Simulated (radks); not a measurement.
Initial-state core-level shifts of neutral cerium when its valence configuration changes from [Xe] 4f1 5d1 6s2. Calculated with a radial shooting solver on a logarithmic mesh with Libxc functionals: Dirac Kohn-Sham, PBE, spin-unpolarised, spherical densities, point nucleus; open shells are shared between the two j in proportion to 2j + 1. Shifts are changes of the shell-averaged eigenvalues in eV (positive: less bound).

valence                  1s      2s      3p      4s
5d2 6s2              -7.207  -7.980  -9.260  -8.364
4f1 5d3              +2.703  +2.854  +2.813  +2.807
4f1 5d2 6s1          +1.565  +1.651  +1.625  +1.618
4f1.5 5d1 6s1.5      +3.887  +4.245  +4.750  +4.456
4f1 6s2 6p1          -3.076  -3.181  -3.142  -3.117
4f2 6s2              +5.789  +6.366  +7.307  +6.817
4f1 5d0.5 6s2 6p0.5  -1.508  -1.556  -1.539  -1.529
4f1 5d1 6s1 6p1      -1.142  -1.132  -1.133  -1.133
